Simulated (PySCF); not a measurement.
The complex [CrCl5]2- (charge -2) contains Cr(III), shell d3. The structure is a PBE0-D3(BJ)/def2-TZVP, IEF-PCM water geometry optimised for multiplicity 4; coordination square pyramidal, point group C4v, metal–donor distances 2.25–2.33 Å.

Method (PySCF 2.14, density fitting): CASSCF(3,5) with orbitals averaged over all microstates of the shell, strongly contracted NEVPT2 on the averaged canonical orbitals; basis x2c-TZVPall on the metal, x2c-SVPall elsewhere; spin-free X2C; IEF-PCM water; spin-orbit coupling by state interaction with the mean-field operator over all roots.

CASSCF energies above the lowest CASSCF root:

```
state  CASSCF / cm⁻¹
  4B1              0
   4E           6894
  4B2          13007
  4A2          13213
   4E          17112
  2A1          17954
  2B1          18383
   2E          18993
  2A2          19191
   2E          22983
  2A1          23450
  2B2          23704
   2E          25041
  4A2          26136
  2A2          28028
  2B2          28125
   2E          28322
   4E          28790
  2B1          30076
  2A1          31580
  2B2          32564
  2A2          32876
```

Question: How does dynamic correlation (SC-NEVPT2) move these states?

Answer: 
| state | NEVPT2 / cm⁻¹ | shift / cm⁻¹ |
| --- | --- | --- |
| 4B1 | 0 | 0 |
| 4E | 8468 | +1573 |
| 4B2 | 16506 | +3499 |
| 4A2 | 15011 | +1798 |
| 4E | 21059 | +3947 |
| 2A1 | 16336 | -1618 |
| 2B1 | 16750 | -1633 |
| 2E | 17486 | -1506 |
| 2A2 | 17604 | -1587 |
| 2E | 22543 | -440 |
| 2A1 | 23296 | -154 |
| 2B2 | 22630 | -1074 |
| 2E | 23965 | -1076 |
| 4A2 | 27227 | +1091 |
| 2A2 | 28405 | +377 |
| 2B2 | 28995 | +870 |
| 2E | 27707 | -615 |
| 4E | 29364 | +575 |
| 2B1 | 29516 | -560 |
| 2A1 | 32118 | +538 |
| 2B2 | 32748 | +185 |
| 2A2 | 33834 | +957 |

No frequencies were computed for the optimised geometry. Charge-transfer states lie outside this active space and may come lower than some of these levels. NEVPT2 lifts 4E from 6894 to 8468 cm⁻¹; on the d shell alone such lifts tend to overshoot. NEVPT2 on the d shell alone tends to put d–d bands too high for such charged or covalently bound ions.
